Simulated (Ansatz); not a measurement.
## Cost against result

Saddle point of BH2BrOF2, singlet (BHOF₂ ([OH][B]([F])[F]) + HBr → BBrF₂ ([F][B]([F])[Br]) + H₂O (still joined by a long B–O bond); bonds formed: B1–Br6, O2–H5; bonds broken: H5–Br6; bonds weakened to dative contacts: B1–O2), PBE0-D4/def2-TZVP structure:

```xyz
7
angstrom
B -0.4953 0.4288 -0.2045
O 0.9676 0.3067 -0.0471
F -0.9754 0.0600 -1.3780
F -1.0560 1.3887 0.4916
H 0.7495 -0.6159 0.7026
Br -0.5703 -1.5330 1.2873
H 1.3799 -0.0354 -0.8520
```

Barriers are electronic and count from the start structure reached by relaxing down the imaginary mode.

Program: Ansatz 0.2.0. Basis: as named in each row. Cores are frozen in the correlated methods. Filled d shells of the heavier atoms are correlated. The def2 sets are not built for correlating such inner shells, so the correlated values are less sure here. B3LYP uses VWN-RPA correlation. Extrapolation: Hartree–Fock as exp(−7.88 √X), correlation as X^−2.97.

Times are rough, for one single point on 4 threads of a shared host (AMD EPYC).

The estimate by CCSD(T) at an estimated basis limit (MP2 extrapolated from triple and quadruple zeta, plus CCSD(T) − MP2 in triple zeta) is 103.2 kJ/mol.

```json
{"method": "HF", "basis": "STO-3G", "time (s)": "under 1", "barrier (kJ/mol)": "101.8", "method less estimate": "-1.4"}
{"method": "PBE-D4", "basis": "STO-3G", "time (s)": "under 1", "barrier (kJ/mol)": "-3.9", "method less estimate": "-107.1"}
{"method": "SPW92", "basis": "def2-SVP", "time (s)": "under 1", "barrier (kJ/mol)": "32.7", "method less estimate": "-70.5"}
{"method": "PBE-D4", "basis": "def2-SVP", "time (s)": "1", "barrier (kJ/mol)": "65.5", "method less estimate": "-37.7"}
{"method": "B3LYP-D4", "basis": "6-31G", "time (s)": "2", "barrier (kJ/mol)": "96.5", "method less estimate": "-6.7"}
{"method": "PBE0-D4", "basis": "def2-SVP", "time (s)": "2", "barrier (kJ/mol)": "81.1", "method less estimate": "-22.1"}
{"method": "SPW92", "basis": "def2-TZVPP", "time (s)": "2", "barrier (kJ/mol)": "45.0", "method less estimate": "-58.3"}
{"method": "PBE-D4", "basis": "def2-TZVPP", "time (s)": "4", "barrier (kJ/mol)": "75.4", "method less estimate": "-27.8"}
{"method": "BLYP-D4", "basis": "def2-TZVPP", "time (s)": "4", "barrier (kJ/mol)": "94.8", "method less estimate": "-8.4"}
{"method": "B3LYP-D4", "basis": "def2-TZVPP", "time (s)": "6", "barrier (kJ/mol)": "102.5", "method less estimate": "-0.7"}
{"method": "r2SCAN-D4", "basis": "def2-TZVPP", "time (s)": "6", "barrier (kJ/mol)": "81.0", "method less estimate": "-22.2"}
{"method": "PBE0-D4", "basis": "def2-TZVPP", "time (s)": "6", "barrier (kJ/mol)": "87.1", "method less estimate": "-16.2"}
{"method": "BHLYP-D4", "basis": "def2-TZVPP", "time (s)": "6", "barrier (kJ/mol)": "116.0", "method less estimate": "12.8"}
{"method": "wB97M-V", "basis": "def2-SVP", "time (s)": "6", "barrier (kJ/mol)": "87.0", "method less estimate": "-16.3"}
{"method": "CAM-B3LYP-D4", "basis": "def2-TZVPP", "time (s)": "8", "barrier (kJ/mol)": "105.9", "method less estimate": "2.7"}
{"method": "RPA on PBE", "basis": "def2-TZVPP", "time (s)": "8", "barrier (kJ/mol)": "107.9", "method less estimate": "4.7"}
{"method": "r2SCAN0-D4", "basis": "def2-TZVPP", "time (s)": "9", "barrier (kJ/mol)": "89.7", "method less estimate": "-13.5"}
{"method": "B97M-V", "basis": "def2-TZVPP", "time (s)": "10", "barrier (kJ/mol)": "105.4", "method less estimate": "2.2"}
{"method": "PBE-QIDH", "basis": "def2-TZVPP", "time (s)": "10", "barrier (kJ/mol)": "96.0", "method less estimate": "-7.3"}
{"method": "B2PLYP", "basis": "def2-TZVPP", "time (s)": "10", "barrier (kJ/mol)": "107.1", "method less estimate": "3.9"}
{"method": "CCSD(T)", "basis": "def2-SVP", "time (s)": "12", "barrier (kJ/mol)": "118.5", "method less estimate": "15.3"}
{"method": "wB97X-V", "basis": "def2-TZVPP", "time (s)": "13", "barrier (kJ/mol)": "101.1", "method less estimate": "-2.1"}
{"method": "wB97M-V", "basis": "def2-TZVPP", "time (s)": "13", "barrier (kJ/mol)": "96.7", "method less estimate": "-6.6"}
{"method": "MP2", "basis": "def2-QZVPP", "time (s)": "30", "barrier (kJ/mol)": "96.6", "method less estimate": "-6.7"}
{"method": "CCSD(T)", "basis": "def2-TZVPP", "time (s)": "210", "barrier (kJ/mol)": "107.0", "method less estimate": "3.8"}
```

All methods are single points on the PBE0-D4 structures; a negative value means that the method puts the saddle structure below the start.

T1 diagnostic: at most 0.011.

Labels in which every atom is bracketed show which atoms are joined, not bond orders.
